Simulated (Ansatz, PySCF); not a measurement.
C3H5O, doublet, at a GFN2-xTB geometry, with bond 6-3 at 1.8 times its length. Base run: CASSCF(5,6)/6-31G run with PySCF.

Input for PySCF:
```python
from pyscf import gto, scf, mcscf
import numpy

mol = gto.M(
    atom='''
O     0.253309    0.185265    1.342228
C     0.029683    0.074760    0.137911
C    -0.050627    1.204155   -0.721500
C    -0.176417   -1.273658   -0.516814
H    -0.094675   -2.061920    0.225998
H    -0.403348    1.011752   -2.614432
H     0.086963    2.191279   -0.316161
H     0.572085   -1.426964   -1.291670
H    -1.160096   -1.313318   -0.980454
''',
    basis='6-31g',
    charge=0,
    spin=1,
    verbose=4,
)

mf = scf.ROHF(mol)
mf.kernel()
mc = mcscf.CASSCF(mf, 6, 5)
mc.fix_spin_(ss=0.75)
mc.kernel()
occ = numpy.linalg.eigvalsh(mc.fcisolver.make_rdm1(mc.ci, mc.ncas, mc.nelecas))[::-1]
ss = mc.fcisolver.spin_square(mc.ci, mc.ncas, mc.nelecas)[0]
print('natural occupations', occ.round(4), ' <S^2>', round(ss, 4))
```

Programs used: Ansatz (a first-principles code), PySCF; a row that names a program was run with it.

The base run was repeated with changes; each row names its change, and settings that it needs were set with it.

| change | ΔE vs base (kcal/mol) | natural occupations | <S^2> of the state |
|---|---|---|---|
| base | 0.000 | 1.98 1.79 0.99 0.21 0.02 0.01 | 0.75 |
| code = ansatz | -11.95 | - | - |
| active space = 9 electrons, 9 orbitals | -56.45 | 1.98 1.98 1.94 1.78 1.00 0.23 0.06 0.02 0.02 | 0.75 |
| state_average = 2 states | 10.32 | - | - |
| active space = 3 electrons, 4 orbitals | 13.91 | 1.78 1.00 0.22 0.00 | 0.75 |
| orbitals = fixed (CASCI); correction = SC-NEVPT2 | -212.3 | 2.00 1.83 1.00 0.17 0.00 0.00 | 0.75 |
| solver = newton | -11.96 | 1.91 1.79 1.00 0.21 0.09 0.00 | 0.75 |
| code = ansatz; correction = SC-NEVPT2, all electrons | -213.7 | - | - |
| active space = 7 electrons, 6 orbitals | -11.70 | 2.00 1.91 1.78 1.00 0.23 0.09 | 0.75 |
| fix_spin_ = off | 0.000 | 1.98 1.79 0.99 0.21 0.02 0.01 | 0.75 |
| correction = SC-NEVPT2 | -207.4 | 1.98 1.79 0.99 0.21 0.02 0.01 | 0.75 |

Active orbitals are taken around the Fermi level unless the row says otherwise; CASSCF can end in different local minima, and two programs can end on different orbitals. State-averaged rows give the lowest state.

Open shells are given as the SCF converged; they aren't shown to be the lowest states, and a large step between rows can be another state.
